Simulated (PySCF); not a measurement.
Two species compared at the same levels of theory.

First species: C6H13OP.
Atom-mapped SMILES: `[CH3:1][P:2]1(=[O:3])[CH2:4][CH2:5][CH2:6][CH2:7][CH2:8]1` (hydrogens: H9, H10, H11 on C1; H12, H13 on C4; H14, H15 on C5; H16, H17 on C6; H18, H19 on C7; H20, H21 on C8)

Geometry (GFN2-xTB, Å), atoms numbered from 1 in this order:
```xyz
21
C6H13OP angstrom
C      2.122   -0.221   -0.856
P      1.218    0.508    0.564
O      2.107    1.198    1.508
C     -0.092    1.579   -0.145
C     -1.159    0.797   -0.897
C     -1.822   -0.259   -0.015
C     -0.860   -1.369    0.405
C      0.243   -0.852    1.317
H      2.858   -0.914   -0.453
H      1.476   -0.735   -1.559
H      2.649    0.588   -1.359
H      0.387    2.325   -0.785
H     -0.528    2.110    0.707
H     -0.717    0.312   -1.770
H     -1.923    1.491   -1.259
H     -2.230    0.221    0.878
H     -2.655   -0.705   -0.564
H     -1.419   -2.150    0.928
H     -0.422   -1.823   -0.486
H     -0.177   -0.436    2.237
H      0.936   -1.648    1.604
```

Second species: C₆H₁₃OP.
InChI=1S/C6H13OP/c1-5-8(4,7)6(2)3/h5-6H,1H2,2-4H3/t8-/m1/s1

Levels: PBE0/pcSseg-1 for HOMO energy, LUMO energy and HOMO–LUMO gap. Geometries: GFN2-xTB. Each species is one conformer at its optimised geometry, gas phase, non-relativistic unless stated; the electronic structure was computed with PySCF and density fitting.

The conformers computed, where there is a choice (atom-mapped SMILES and torsion angles):
- `[CH2:1]=[CH:2][P@@:3]([CH3:4])(=[O:5])[CH:6]([CH3:7])[CH3:8]`: C1–C2–P3–C4 -122°, C2–P3–C6–C7 -66°

The conformers of `CP1(=O)CCCCC1` aren't listed.

| property | column X | column Y |
| --- | --- | --- |
| HOMO energy | -7.46 eV | -7.19 eV |
| LUMO energy | -0.49 eV | 0.96 eV |
| HOMO–LUMO gap | 6.97 eV | 8.15 eV |

Which column belongs to which species?

Column X is the second species and column Y the first. The first has 21 atoms and 72 electrons, the second 21 and 72.

How does each property change from the first species to the second?

HOMO energy -0.27 eV; LUMO energy -1.45 eV; HOMO–LUMO gap -1.18 eV.

